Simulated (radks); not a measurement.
Values are calculated unless marked as measured or tabulated.
All-electron atom: Si2+ in [Ne] 3p2 (not the ground configuration).

Level of theory: non-relativistic Kohn-Sham, SCAN, spin-polarised, spherical densities, point nucleus; open shells are filled with parallel spins first; meta-GGA in the generalised Kohn-Sham scheme (a radial shooting solver on a logarithmic mesh with Libxc functionals).

Energy parts (hartree):
total: -287.94263
kinetic: 287.57350
electron-nucleus: -676.31379
Hartree: 121.02399
exchange-correlation: -20.22632

Orbitals (lengths in bohr, moments of r in powers of bohr):
| orbital | occ. | eigenvalue (hartree) | <1/r> |
|---|---|---|---|
| 1s up | 1 | -66.78006 | 13.57 |
| 1s down | 1 | -66.76699 | 13.57 |
| 2s up | 1 | -6.13715 | 2.584 |
| 2s down | 1 | -6.12895 | 2.580 |
| 2p up | 3 | -4.48181 | 2.466 |
| 2p down | 3 | -4.46424 | 2.466 |
| 3p up | 2 | -0.83570 | 0.6068 |

The highest occupied level is 3p up at -22.740 eV. Summed over all electrons, <r^2> = 13.95 bohr^2, which gives a Langevin (diamagnetic) susceptibility term of -11.1 x 10^-6 cm^3/mol. The electron density at the nucleus is 1758 e/bohr^3. The spin density at the nucleus is 0.0396 e/bohr^3 (1s -0.2130, 2s 0.2527), a Fermi contact field of 2.08 T. Virial ratio -V/T = 2.00128. Spin moment in Bohr magnetons: 2.
